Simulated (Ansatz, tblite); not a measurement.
Forces on PbCl2 at its PBE0-D4/def2-TZVP geometry. Charge 0, multiplicity 1.

In the def2 sets Pb takes a core potential; there is no spin–orbit coupling. The xTB rows come from tblite. The structure comes from a short search, and lower isomers may exist.

GFN1-xTB (tblite), largest force 0.57 eV/Å:

```xyz
3
positions Å, forces eV/Å
Pb    0.083    0.026    1.057    0.045    0.014    0.568
Cl   -1.817    0.565   -0.403   -0.200    0.051   -0.272
Cl    1.735   -0.590   -0.653    0.155   -0.064   -0.297
```

GFN2-xTB (tblite), largest force 0.25 eV/Å:

```
Pb 0.020 0.006 0.250
Cl -0.177 0.051 -0.113
Cl 0.158 -0.057 -0.137
```

BLYP-D4/def2-TZVP (Ansatz), largest force 0.76 eV/Å:

```
Pb 0.060 0.018 0.761
Cl -0.472 0.135 -0.350
Cl 0.413 -0.153 -0.412
```
